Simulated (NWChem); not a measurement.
Molecule: SiPH₄, doublet; SMILES [SiH3][PH]

```xyz
6

Si     0.0274     1.0210     0.0011
P      0.0802    -1.2273     0.0038
H     -0.6933     1.5271     1.2012
H      1.4177     1.5438     0.0164
H     -0.6650     1.5237    -1.2171
H     -1.3443    -1.2910    -0.0050
```
Atoms are numbered in this order, from 1.

Computed with NWChem. Pople sets run with spherical d functions. Spin-unrestricted. Coordinates come from a PBE0-D3(BJ)/def2-TZVP, spin-unrestricted optimisation. No stability test was run on the SCF state. B3LYP is NWChem's, with the RPA form of VWN correlation. Solvent water, SMD (1 M gas to 1 M solution), gas-phase geometry. Reactions with the solvent are ignored.

Question: Taking B3LYP/6-311++G** as the yardstick, which of these has the fewest basis functions while keeping “dipole in solution (D)” within 0.1 D of it: B3LYP/6-31+G*; B3LYP/STO-3G; B3LYP/6-311G**; B3LYP/3-21G; B3LYP/6-31G*?

Answer: B3LYP/6-31G*.
| level | basis functions | dipole in solution (D) | relative time (rough) |
|---|---|---|---|
| B3LYP/STO-3G | 22 | 0.37 | 1 |
| B3LYP/3-21G | 34 | 1.66 | 2 |
| B3LYP/6-31G* | 44 | 1.21 | 3 |
| B3LYP/6-31+G* | 52 | 1.20 | 4 |
| B3LYP/6-311G** | 76 | 1.16 | 4 |
| B3LYP/6-311++G** | 88 | 1.15 | 6 |

The yardstick is one finite set, not the basis-set limit.
